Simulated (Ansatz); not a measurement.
Geometry optimisation, RKS B3LYP/def2-SVP in Ansatz.

input.yaml

```yaml
crystal:
  periodic: [false, false, false]
  atoms:
    - { symbol: B, position_ang: [0.0, 0.0, 0.0] }
    - { symbol: O, position_ang: [0.0, 0.0, 1.76] }
    - { symbol: H, position_ang: [-0.9095, -0.2814, 2.0971] }
    - { symbol: "N", position_ang: [1.3423, 0.0, -0.775] }
    - { symbol: H, position_ang: [1.8089, -0.9179, -1.0268] }
    - { symbol: H, position_ang: [1.7937, 0.9179, -1.0532] }
    - { symbol: F, position_ang: [-1.1431, 0.0, -0.66] }
    - { symbol: "N", position_ang: [0.0829, 1.7537, 0.5833] }
    - { symbol: H, position_ang: [0.4765, 1.9752, 1.5423] }
    - { symbol: H, position_ang: [-0.2631, 2.537, -0.0414] }
    - { symbol: H, position_ang: [0.0529, 1.1189, 1.5507] }
basis:
  gaussian: { orbitals: def2-SVP }
hamiltonian:
  xc: b3lyp
relax:
  f_tol: 0.15
  max_steps: 25
  restrain:
    - { distance: [0, 7], at: 1.55, k: 30.0 }
    - { distance: [10, 1], at: 1.01, k: 30.0 }
    - { distance: [0, 1], at: 2.61, k: 30.0 }
    - { distance: [10, 7], at: 2.26, k: 30.0 }
```

Command:

```bash
$ ansatz run input.yaml --threads 2 --pin off --max-ram 3072MiB --backend cpu --events-out ev --progress --plain --runs-dir out
```

Q: Where does it end, and by what steps?

A: The forces met the threshold. The restraints hold the end off the free minimum. After 12 steps the energy has fallen by 5.535 eV (the restraints' own energy left out); H9 moved furthest, 1.44 Å. Parted: N8–H11 (1.16 → 2.26 Å).

| step | energy less start (eV) | largest force component (eV/Å) | accepted |
| --- | --- | --- | --- |
| 0 | 0.0000 | 5.946 | yes |
| 1 | -1.9725 | 5.618 | yes |
| 2 | -3.0700 | 4.714 | yes |
| 3 | -4.0544 | 2.986 | yes |
| 4 | -4.6605 | 1.922 | yes |
| 5 | -4.9690 | 1.255 | yes |
| 6 | -5.1591 | 1.361 | yes |
| 7 | -5.3642 | 1.518 | yes |
| 8 | -5.4535 | 1.818 | yes |
| 9 | -5.4974 | 1.802 | yes |
| 10 | -5.4802 | 1.922 | no |
| 11 | -5.5214 | 1.786 | yes |
| 12 | -5.5345 | 1.726 | yes |

```xyz
11
Properties=species:S:1:pos:R:3
B 0.150 0.655 -0.265
O -0.044 -0.375 2.138
H -0.912 -0.614 1.783
N 1.336 0.070 -0.746
H 1.376 -0.927 -0.919
H 2.246 0.487 -0.598
F -1.030 0.012 -0.429
N 0.078 2.023 0.325
H 0.891 2.631 0.335
H -0.797 2.533 0.277
H -0.052 0.608 2.077
```

Time of the run: 34 s on 2 threads of Arm Neoverse V1, with other jobs on the host, peak memory 0.19 GiB.
